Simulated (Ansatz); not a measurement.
Input for Ansatz (an electronic-structure program): R-RI-MP2/cc-pVQZ on CH4OSe (SMILES CO[SeH]), a point of a torsion scan. Files ending in .json are basis or fitting sets from the Basis Set Exchange. The run froze 16 orbitals, filled d shells among them.

Ansatz 0.2 input:
```yaml
crystal:
  periodic: [false, false, false]
  atoms:
    - {symbol: C, position_ang: [-0.78016107, -0.21219584, 0.10151274]}
    - {symbol: O, position_ang: [-0.34850157, 0.89157985, -0.66335229]}
    - {symbol: Se, position_ang: [-1.55749466, 2.13164537, -1.20131957]}
    - {symbol: H, position_ang: [-0.89180300, -1.09302000, -0.53708784]}
    - {symbol: H, position_ang: [-1.71920519, -0.02528710, 0.62556514]}
    - {symbol: H, position_ang: [0.00136097, -0.40806282, 0.83849154]}
    - {symbol: H, position_ang: [-1.99577773, 1.44729997, -2.42405422]}
basis:
  gaussian:
    orbitals: cc-pVQZ
    fitting: {mean_field: def2-universal-JKFIT, correlation: cc-pVQZ-RIFIT.json}
magnetization: {spin_polarized: false}
correlation: {method: mp2, electrons: outside_noble_gas}
scf: {lower_state_search: off}
```

Problem. Give the final energy of this run.

Solution. -2515.5780 hartree.

Problem. How many basis functions does it have, and what does it roughly cost on one machine?

Solution. 298 functions; about 6 core-seconds (a rough figure).
